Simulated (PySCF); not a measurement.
# Reading the logs of faulty runs: ClH2Si cation

All numbers below are calculated, not measured. They come from PySCF 2.14.0, an open-source quantum chemistry program, on an isolated molecule that a program drew, which may never have been made. The molecule is ClH2Si cation (charge +1, singlet), drawn as the SMILES string `[SiH2+]Cl`.

Each row is a Hartree-Fock (HF) and frozen-core CCSD(T) single point in the cc-pV(D+d)Z basis, meant for a local HF minimum. Run 1 is clean. Each other run has one planted mistake out of seven kinds, and not every kind appears here: one electron removed, one electron added, multiplicity raised by two, geometry at a saddle point, minimal basis STO-3G, one bond length entered in bohr, all coordinates scaled. The reference is restricted for singlets and unrestricted otherwise, and also for a bond in bohr. Adding or removing an electron swaps singlet and doublet. Electrons count all cores. HOMO and LUMO are orbital energies over both spins, the gradient is its largest component, and the lowest frequency (negative if imaginary) is given only where the gradient is small. Bond lengths are over the 3 bonds as drawn. T1 is the CCSD diagnostic: over 0.02 (restricted) or 0.045 (unrestricted) a single reference is doubtful.

Geometry of the clean run:
```xyz
4
ClH2Si cation, angstrom
Si   -0.6180   -0.2505   -1.3250
Cl   -2.0125    0.7703   -2.2321
H     0.5982    0.4416   -0.9209
H    -0.8413   -1.6695   -1.0833
```

| run | electrons | basis functions | <S^2> | HOMO (eV) | LUMO (eV) | gradient (hartree/bohr) | lowest frequency (cm^-1) | mean bond (Å) | longest bond (Å) | T1 | HF (hartree) | CCSD(T) (hartree) | mistake |
|---|---|---|---|---|---|---|---|---|---|---|---|---|---|
| 1 | 32 | 56 | 0.000 | -19.25 | -6.11 | 1.8e-05 | 665 | 1.6216 | 1.952 | 0.0152 | -749.33304 | -749.58803 | no fault |
| 2 | 32 | 20 | 0.000 | -18.09 | -4.14 | 3.8e-02 | - | 1.6216 | 1.952 | 0.0186 | -741.12287 | -741.18797 | minimal basis STO-3G |
| 3 | 32 | 56 | 0.000 | -19.35 | -6.04 | 1.4e-02 | - | 1.5941 | 1.919 | 0.0144 | -749.33192 | -749.58609 | all coordinates scaled |
| 4 | 32 | 56 | 0.000 | -15.24 | -9.01 | 3.5e-02 | - | 2.2005 | 3.688 | 0.0233 | -749.09794 | -749.42276 | ? |
| 5 | 32 | 56 | 2.021 | -13.82 | -10.10 | 8.7e-02 | - | 1.6216 | 1.952 | 0.0576 | -749.15916 | -749.40858 | ? |

**Which mistake was planted in run 4, and what did it cost?**

The mean bond changes by a factor of 1.357 and the longest by 1.889, so the molecule wasn't scaled as a whole. A length L in bohr read as angstrom grows by (1/0.5292 - 1) L = 0.890 L. The 3 bonds together grew by 3 x 0.5789 = 1.737 Å, which gives L = 1.952 Å. That is bond Si1-Cl2, 1.952 Å in the clean geometry. So the mistake is: one bond length entered in bohr. Subtracting run 1 and multiplying by 627.51 kcal/mol a hartree, the energy moved by 147.5 kcal/mol in HF and 103.7 kcal/mol in CCSD(T).

**Which mistake was planted in run 5, and what did it cost?**

Electrons, basis and geometry are unchanged, and <S^2> is 2.021, beside S(S+1) = 2.00 for a multiplicity of 3. So the mistake is: multiplicity raised by two. Subtracting run 1 and multiplying by 627.51 kcal/mol a hartree, the energy moved by 109.1 kcal/mol in HF and 112.6 kcal/mol in CCSD(T).

Cautions from the logs. Run 5: T1 is over the limit, so its CCSD(T) energy is less reliable.
